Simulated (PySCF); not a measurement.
Computed shifts of a molecule C4H8S, PySCF with PBE/pcSseg-1, GIAO, gas phase, equivalent atoms averaged, in ppm (number of nuclei): ¹³C: 42.8 (2), 42.8 (1), 27.0 (1). ¹H: 3.68 (1), 3.35 (2), 3.14 (2), 1.31 (3). References: ¹³C against TMS (σ = 182.0 ppm); ³³S against H2S (σ = 706.5 ppm); ¹H against TMS (σ = 31.49 ppm), references at their B3LYP-D3(BJ)/def2-TZVP geometries, non-relativistic. Geometry: ωB97X-D3(BJ)/def2-SVP. The values are those of a single conformer.

Problem. Identify the compound among the candidates.
(A) C1CCSC1
(B) C=CCCS
(C) SCC1CC1
(D) CC1CSC1

Solution. D, CC1CSC1
